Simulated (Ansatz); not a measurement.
Reaction (formal exchange of groups at a Ga–Cl bond): `[Cl][GaH2]` + `F/C=C(/F)C=C(F)F` → `F/C=[C](/F)[GaH2]` + `FC(F)=CCl`

Computed with Ansatz on PBE0-D4/def2-TZVP structures; ΔE is electronic, products minus reactants. CCSD(T)/CBS adds triple-zeta CCSD(T) − MP2 to the extrapolated MP2 energy (def2 sets, frozen cores). Double bonds are as drawn, so ΔE can hold a change between cis and trans. For Ga outer-core shells are correlated without core-valence functions, which leaves a few kJ/mol of doubt a bond. Scalar relativity is left out up to krypton. One conformer a species, not always the lowest.

| species | CCSD(T)/def2-SVP energy (Eh) |
| --- | --- |
| `[Cl][GaH2]` | -2383.93505 |
| `F/C=C(/F)C=C(F)F` | -551.18625 |
| `F/C=[C](/F)[GaH2]` | -2199.95607 |
| `FC(F)=CCl` | -735.08622 |

(1) Work out ΔE.

Largest T1 diagnostic among the species: 0.013.

Results:

(1) ΔE = (-2199.95607) + (-735.08622) − (-2383.93505) − (-551.18625) = 0.07901 Eh = +207.4 kJ/mol. CCSD(T)/CBS gives +189.9 kJ/mol.

From BLYP to BHLYP (50 % exact exchange), in def2-TZVPP and without D4, ΔE moves by +15.3 kJ/mol. Leaving LDA and LC-ωPBE aside and taking each functional with its dispersion term where it has one, the values, not all of them listed here, spread over 20.0 kJ/mol, from revPBE-D4 to B97M-V. LDA lies +6.5 kJ/mol from PBE without D4. In def2-TZVPP, CCSD(T) changes the Hartree–Fock value by −19.8 kJ/mol (the triples alone add −1.7 kJ/mol) and MP2 by −15.6 kJ/mol.
